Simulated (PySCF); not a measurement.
Successive ionisation energies of rubidium

Calculated with PySCF 2.14, two-component X2C-1e (Gaussian nucleus, no Breit or QED terms), each ion in its own even-tempered basis; GMP2 freezes the deep shells of the larger ions and drops the highest virtual spinors; eV.

```csv
ion,configuration,GHF (spin-free),GHF (screened spin-orbit),GMP2 (screened spin-orbit),NIST,kind
Rb²²⁺,[Ne] 3s2 3p3,1022.8,1015.0,1014.8,1024 ± 4,semi-empirical
Rb²³⁺,[Ne] 3s2 3p2,1072.8,1076.2,1077.9,1080 ± 3,semi-empirical
Rb²⁴⁺,[Ne] 3s2 3p1,1124.2,1133.8,1134.2,1125 ± 5,semi-empirical
Rb²⁵⁺,[Ne] 3s2,1237.5,1237.5,1240.4,1242.5 ± 1.7,semi-empirical
Rb²⁶⁺,[Ne] 3s1,1294.0,1294.0,1294.6,1294.6,semi-empirical
Rb²⁷⁺,[Ne],3151.2,3130.6,3132.1,3133.3 ± 1.8,semi-empirical
Rb²⁸⁺,[He] 2s2 2p5,3294.9,3278.5,3280.0,3281 ± 6,semi-empirical
Rb²⁹⁺,[He] 2s2 2p4,3441.0,3442.6,3442.7,3443 ± 8,semi-empirical
Rb³⁰⁺,[He] 2s2 2p3,3639.2,3602.2,3601.2,3600 ± 30,semi-empirical
Rb³¹⁺,[He] 2s2 2p2,3791.6,3820.8,3823.1,3815 ± 4,semi-empirical
Rb³²⁺,[He] 2s2 2p1,3946.9,3995.1,3994.0,3988 ± 3,semi-empirical
Rb³³⁺,[He] 2s2,4209.3,4209.3,4214.9,4214 ± 4,semi-empirical
```

Q: Where is the largest relative jump?

A: From Rb²⁶⁺ to Rb²⁷⁺: 1294.6 to 3132.1 eV, where the electron removed from [Ne] comes from a deeper shell or subshell.
